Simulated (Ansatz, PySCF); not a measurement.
Gas-phase reaction (SMILES): [OH][Al]([F])[F] + O (H2O) -> [OH][Al]([OH])[F] + F (HF); water cleaves one Al-F bond, a model of a ligand-exchange step.

Geometries: B3LYP-D3(BJ)/def2-TZVP minima from Ansatz (a first-principles code), one conformer each, not searched for the lowest. Valence correlation only, unless marked. Spin-orbit coupling is left out. Non-relativistic. CBS(X,Y): correlation extrapolated as X^-3; Hartree-Fock from the larger set (for Q and 5 zeta extrapolated as (X+1)exp(-9√X)). Thermal terms are rigid-rotor harmonic-oscillator values from B3LYP-D3(BJ) frequencies (Ansatz or PySCF) at 298.15 K and 1 atm. 1 Eh = 627.5095 kcal/mol.

```csv
species,"E, CCSD(T)/CBS(cc-pV(Q+d)Z,cc-pV(5+d)Z) (Ansatz) (Eh)","E, r2SCAN-D4/def2-TZVPD (Ansatz + dftd4) (Eh)",H - E (Eh)
[OH][Al]([F])[F],-517.59587,-518.15147,0.02471
O (H2O),-76.37670,-76.42298,0.02495
[OH][Al]([OH])[F],-493.55796,-494.10799,0.03620
F (HF),-100.39528,-100.44728,0.01259
```

**Question.** Work out ΔE and ΔH at 298.15 K at the first level, then ΔH at the second.

**Answer.** 
1. ΔE = [(-493.55796) + (-100.39528)] - [(-517.59587) + (-76.37670)] = 0.01933 Eh = 12.1 kcal/mol at CCSD(T)/CBS(cc-pV(Q+d)Z,cc-pV(5+d)Z).
2. The terms H - E add up to -0.00087 Eh, so ΔH = (0.01933 + (-0.00087))×627.5095 = 11.6 kcal/mol.
3. At r2SCAN-D4/def2-TZVPD the same steps give ΔE = 12.0 and ΔH = 11.5 kcal/mol, a shift of -0.1 from the first level.
4. These values are not checked against measurement here, since the tables used lack a sound gas-phase enthalpy of formation for at least one species.
